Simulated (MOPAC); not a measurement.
MOPAC input (MNDO):

```
MNDO 1SCF CHARGE=-1 GEO-OK AUX(PRECISION=9) THREADS=1
C4H2BrSe

Br    2.09797700 1   -1.09284400 1   -0.34797000 1
C     0.31394600 1   -0.22046000 1   -0.07405500 1
C     0.23722700 1    1.03941800 1    0.40980400 1
Se   -1.65015600 1    1.32039900 1    0.45166700 1
C    -2.00624000 1   -0.41482600 1   -0.23105700 1
C    -0.81459500 1   -1.03506100 1   -0.42851100 1
H    -2.99133600 1   -0.81596600 1   -0.42076700 1
H    -0.71458300 1   -2.04248700 1   -0.81405000 1
```

Output:

```
 *******************************************************************************
 **                                                                           **
 **                              MOPAC v23.2.5                                **
 **                                                                           **
 *******************************************************************************
 ** MOPAC's Digital Object Identifier: https://doi.org/10.5281/zenodo.6511958 **
 **                                                                           **
 ** Please cite the open-source release paper for use of this MOPAC version:  **
 ** J. E. Moussa and J. J. P. Stewart (2026)                                  **
 ** MOPAC: An open-source semiempirical molecular orbital program             **
 ** J. Open Source Softw., 11(119), 8025, https://doi.org/10.21105/joss.08025 **
 *******************************************************************************

                              MNDO CALCULATION RESULTS

 *******************************************************************************
 *  MNDO       - The MNDO Hamiltonian to be used
 *  GEO-OK     - OVERRIDE INTERATOMIC DISTANCE AND OTHER SAFETY CHECKS
 *
 *
 *
 *                 CHARGE ON SYSTEM = -1
 *
 *
 *
 *  1SCF       - DO 1 SCF AND THEN STOP
 *  AUX        - OUTPUT AUXILIARY INFORMATION
 *******************************************************************************
MNDO 1SCF CHARGE=-1 GEO-OK AUX(PRECISION=9) THREADS=1
 C4H2BrSe

   ATOM   CHEMICAL          X               Y               Z
  NUMBER   SYMBOL      (ANGSTROMS)     (ANGSTROMS)     (ANGSTROMS)

     1      Br          2.09797700  *  -1.09284400  *  -0.34797000  *
     2       C          0.31394600  *  -0.22046000  *  -0.07405500  *
     3       C          0.23722700  *   1.03941800  *   0.40980400  *
     4      Se         -1.65015600  *   1.32039900  *   0.45166700  *
     5       C         -2.00624000  *  -0.41482600  *  -0.23105700  *
     6       C         -0.81459500  *  -1.03506100  *  -0.42851100  *
     7       H         -2.99133600  *  -0.81596600  *  -0.42076700  *
     8       H         -0.71458300  *  -2.04248700  *  -0.81405000  *

          CARTESIAN COORDINATES

    NO.       ATOM           X           Y           Z

     1        Br          2.0980     -1.0928     -0.3480
     2         C          0.3139     -0.2205     -0.0741
     3         C          0.2372      1.0394      0.4098
     4        Se         -1.6502      1.3204      0.4517
     5         C         -2.0062     -0.4148     -0.2311
     6         C         -0.8146     -1.0351     -0.4285
     7         H         -2.9913     -0.8160     -0.4208
     8         H         -0.7146     -2.0425     -0.8141

  H: (MNDO): M.J.S. DEWAR, W. THIEL, J. AM. CHEM. SOC., 99, 4899, (1977)
  C: (MNDO): M.J.S. DEWAR, W. THIEL, J. AM. CHEM. SOC., 99, 4899, (1977)
 Se: (MNDO): J. J. P. STEWART, J. MOL. MOD., 10, 155-164 (2004)
 Br: (MNDO): M.J.S.DEWAR, E.F. HEALY, J. COMP. CHEM., 4, 542, (1983)

           Empirical Formula: C4 H2 Br Se  =     8 atoms

      MOLECULAR POINT GROUP   :   Cs

      RHF CALCULATION, NO. OF DOUBLY OCCUPIED LEVELS = 16

 -------------------------------------------------------------------------------
 MNDO 1SCF CHARGE=-1 GEO-OK AUX(PRECISION=9) THREADS=1
 C4H2BrSe

     1SCF WAS SPECIFIED, SO BFGS WAS NOT USED
     SCF FIELD WAS ACHIEVED

                              MNDO CALCULATION
                                                       MOPAC v23.2.5 Linux

          FINAL HEAT OF FORMATION =         73.85240 KCAL/MOL =     308.99846 KJ/MOL

          COSMO AREA              =        141.70 SQUARE ANGSTROMS
          COSMO VOLUME            =        136.58 CUBIC ANGSTROMS

          IONIZATION POTENTIAL    =          3.280362 EV
          HOMO LUMO ENERGIES (EV) =         -3.280  4.579
          NO. OF FILLED LEVELS    =         16
          MOLECULAR WEIGHT        =        208.9238         POINT GROUP:  Cs

          MOLECULAR DIMENSIONS (Angstroms)

            Atom       Atom       Distance
            H     7   Br     1     5.09736
            H     8   Se     4     3.54672
            C     6    C     2     0.00000

          SCF CALCULATIONS        =          1

   ATOM   CHEMICAL          X               Y               Z
  NUMBER   SYMBOL      (ANGSTROMS)     (ANGSTROMS)     (ANGSTROMS)

     1      Br          2.09797700  *  -1.09284400  *  -0.34797000  *
     2       C          0.31394600  *  -0.22046000  *  -0.07405500  *
     3       C          0.23722700  *   1.03941800  *   0.40980400  *
     4      Se         -1.65015600  *   1.32039900  *   0.45166700  *
     5       C         -2.00624000  *  -0.41482600  *  -0.23105700  *
     6       C         -0.81459500  *  -1.03506100  *  -0.42851100  *
     7       H         -2.99133600  *  -0.81596600  *  -0.42076700  *
     8       H         -0.71458300  *  -2.04248700  *  -0.81405000  *

                             CARTESIAN COORDINATES

   1   Br        2.097977000    -1.092844000    -0.347970000
   2    C        0.313946000    -0.220460000    -0.074055000
   3    C        0.237227000     1.039418000     0.409804000
   4   Se       -1.650156000     1.320399000     0.451667000
   5    C       -2.006240000    -0.414826000    -0.231057000
   6    C       -0.814595000    -1.035061000    -0.428511000
   7    H       -2.991336000    -0.815966000    -0.420767000
   8    H       -0.714583000    -2.042487000    -0.814050000

           Empirical Formula: C4 H2 Br Se  =     8 atoms

      MOLECULAR POINT GROUP   :   Cs

                  EIGENVALUES
 -36.60823 -25.42947 -20.24652 -18.77165 -13.94149 -13.20836 -10.83188  -8.98350
  -7.94028  -7.87336  -7.21326  -6.86249  -6.65871  -4.36213  -4.03908  -3.28036
   4.57916   5.22638   5.29204   6.88013   6.95403   8.75610   9.02561  10.19545
  10.82673  11.53855

              NET ATOMIC CHARGES AND DIPOLE CONTRIBUTIONS

  ATOM NO.   TYPE          CHARGE      No. of ELECS.   s-Pop       p-Pop
    1         Br          -0.266205        7.2662     1.98914     5.27707
    2          C          -0.211855        4.2119     1.23473     2.97712
    3          C          -0.189080        4.1891     1.60252     2.58656
    4         Se          -0.139597        6.1396     1.97027     4.16933
    5          C          -0.254348        4.2543     1.24695     3.00740
    6          C          -0.024322        4.0243     1.20530     2.81902
    7          H           0.039752        0.9602     0.96025
    8          H           0.045655        0.9543     0.95434
 DIPOLE           X         Y         Z       TOTAL
 POINT-CHG.    -0.147    -0.035    -0.019     0.152
 HYBRID        -0.929    -2.020    -0.813     2.368
 SUM           -1.076    -2.055    -0.832     2.464

          ATOMIC ORBITAL ELECTRON POPULATIONS

     Atom    s        px        py        pz
    1 Br   1.98914   1.44185   1.85357   1.98164
    2  C   1.23473   0.72469   0.96237   1.29006
    3  C   1.60252   0.83206   1.06692   0.68759
    4 Se   1.97027   1.24763   1.14019   1.78151
    5  C   1.24695   0.91716   0.95868   1.13155
    6  C   1.20530   0.92090   0.92191   0.97621
    7  H   0.96025
    8  H   0.95434

 **********************
 *                    *
 * JOB ENDED NORMALLY *
 *                    *
 **********************

 == MOPAC DONE ==
```

The dipole moment of an ion depends on the origin.

The geometry given is a B3LYP-D3(BJ)/def2-TZVP minimum.
